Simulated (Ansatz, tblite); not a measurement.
Isomers of Sn₆⁺ (doublet), found by a short tight-binding search and relaxed with r2SCAN-D4/def2-SVP in Ansatz.

In the def2 sets Sn takes a core potential; there is no spin–orbit coupling. The xTB rows come from tblite.

Other spin states weren't relaxed.

A:

```xyz
6

Sn    1.6583    2.4445   -1.2649
Sn   -1.6895   -1.1290   -1.4509
Sn    0.9480   -0.2213   -2.0404
Sn   -0.5145   -1.9550    1.0119
Sn    0.0681    0.9398    0.5665
Sn   -0.4704   -0.0790    3.1778
```

B:

| atom | x (Å) | y (Å) | z (Å) |
| --- | --- | --- | --- |
| Sn1 | -1.6534 | -0.3452 | 1.6940 |
| Sn2 | -0.6871 | -1.1303 | -1.2059 |
| Sn3 | 0.9903 | 1.1923 | 0.8976 |
| Sn4 | -1.3976 | 1.5908 | -0.6422 |
| Sn5 | 1.7358 | 0.3636 | -1.7859 |
| Sn6 | 1.0120 | -1.6711 | 1.0424 |

Q: Estimate their order by electronic energy at PBE0-D4/def2-TZVP, counted from the lowest.

A: B (0.0) < A (112.6), in kJ/mol.

Q: Do the other levels pick the same lowest one?

A: Not GFN2-xTB. Energies above each level's lowest (kJ/mol):

```tsv
level	A	B
GFN1-xTB	76.0	0.0
GFN2-xTB	0.0	53.3
PBE-D4/def2-TZVP	102.1	0.0
r2SCAN-D4/def2-TZVP	103.7	0.0
PBE0-D4/def2-TZVP	112.6	0.0
```
Point groups (tolerance 0.1 Å): A Cs, B C2v. Lower isomers may exist.
